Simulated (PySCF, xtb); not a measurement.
C₃H₄BFO, SMILES C=C=CB(O)F.

Coordinates come from a B3LYP-D3(BJ)/def2-SVP optimisation. This is a generated structure with no PubChem entry under its InChIKey; it may be hypothetical. One conformer was computed; it need not be the lowest.

The numbers are results of C-PCM-ωB97X/def2-SVP in PySCF, not measurements.

The values are the electrostatic part of the solvation free energy, E(continuum) − E(gas) at the gas-phase geometry, in a cavity of scaled van der Waals radii (PySCF's table); cavitation and dispersion terms are not included. In vacuum the orbital gap is 11.58 eV. The dipole moment in vacuum is 2.78 D.

Computed values in water (ε = 78.36), chlorobenzene (ε = 5.70), ethanol (ε = 24.85):
```json
[
 {"solvent": "water", "ε": "78.36", "ΔG(elec) (kcal/mol)": "-6.9", "dipole (D)": "3.36", "gap (eV)": "11.59"},
 {"solvent": "chlorobenzene", "ε": "5.70", "ΔG(elec) (kcal/mol)": "-5.6", "dipole (D)": "3.24", "gap (eV)": "11.59"},
 {"solvent": "ethanol", "ε": "24.85", "ΔG(elec) (kcal/mol)": "-6.7", "dipole (D)": "3.34", "gap (eV)": "11.59"}
]
```

For comparison, GFN2-xTB/ALPB(water) (xtb, at the GFN2-xTB geometry, all terms of that model) gives -7.3 kcal/mol.
